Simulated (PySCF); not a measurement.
Highest occupied level (eV) of eight silicon and germanium compounds: PBE beside B3LYP, computed with PySCF for isolated molecules in the bases named; differences from unrounded values. The eight are the first of their class met in an unordered collection, after screening for sound electronic states; none was chosen by its value. Each molecule has one DFT geometry for both levels.

```csv
molecule,basis,B3LYP,PBE,difference
"CH7ClN2Si, SMILES NC[Si@@H](N)Cl",def2-TZVP,-6.48,[?],[?]
"C2H5ClO2Si, SMILES CC(=O)O[SiH2]Cl",def2-TZVP,-8.08,-6.67,1.41
"CH9FOSi3, SMILES [SiH2](O[SiH2]F)[SiH2]C",def2-TZVP,-7.60,-6.63,0.97
"C2H5NO2Si, SMILES C1O[Si@H](O)C=N1",def2-TZVP,-7.26,[?],[?]
"C4H8OSi, SMILES C=C([SiH3])CC=O",def2-TZVP,-7.13,[?],[?]
"CH6ClFSi2, SMILES F[SiH2]C[SiH2]Cl",def2-TZVP,-8.65,-7.55,1.11
"chloro(silylmethyl)silane (CH₇ClSi₂), SMILES [SiH3]C[SiH2]Cl",def2-TZVP,-8.48,-7.41,1.07
"Si(F)3(GeH3) (F3GeH3Si), SMILES [GeH3][Si](F)(F)F",def2-TZVP,-9.20,-8.09,1.11
```

Problem. What belongs in the gaps? (An estimate is asked for; the answer gives what the named calculation found.)

Solution. 
- C2H5NO2Si, SMILES C1O[Si@H](O)C=N1, PBE: -6.01
- C2H5NO2Si, SMILES C1O[Si@H](O)C=N1, difference: 1.24
- CH7ClN2Si, SMILES NC[Si@@H](N)Cl, PBE: -5.32
- CH7ClN2Si, SMILES NC[Si@@H](N)Cl, difference: 1.16
- C4H8OSi, SMILES C=C([SiH3])CC=O, PBE: -5.89
- C4H8OSi, SMILES C=C([SiH3])CC=O, difference: 1.24

PBE lies below B3LYP in 0 and above it in 8 of the eight; the mean signed difference is 1.16 and the largest 1.41 eV.
